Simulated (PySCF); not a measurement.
## Working out the ionisation energy of Cd

Cd [Kr] 4d10 5s2 (1S) → Cd⁺ [Kr] 4d10 5s1 (2S). Computed with PySCF 2.14 in aug-cc-pwCVDZ-PP with ECP28MDF (6s6p5d3f, 70 functions), with scalar relativity through the core potential. Frozen: nothing. Energies in hartree (1 hartree = 27.21139 eV):

```json
{"part": "UHF", "Cd (lower)": "-166.837880", "Cd⁺ (upper)": "-166.568382"}
{"part": "CCSD correlation", "Cd (lower)": "-0.638298", "Cd⁺ (upper)": "-0.586965"}
{"part": "(T)", "Cd (lower)": "-0.018694", "Cd⁺ (upper)": "-0.013938"}
```

What does Hartree-Fock give?

(-166.568382) − (-166.837880) = 0.269498 hartree = 7.333 eV.

What do CCSD and CCSD(T) give?

The CCSD correlation energies differ by 0.051333 hartree = 1.397 eV and the triples by 0.004756 hartree = 0.129 eV, so CCSD gives 8.730 eV and CCSD(T) 8.859 eV.

Measured between the centres of the two terms (NIST): 8.994 eV, so CCSD(T) (valence and next inner shell) is off by -0.135 eV.

A double-zeta basis recovers only part of the correlation energy.

What remains against the reference includes basis incompleteness and higher excitations.
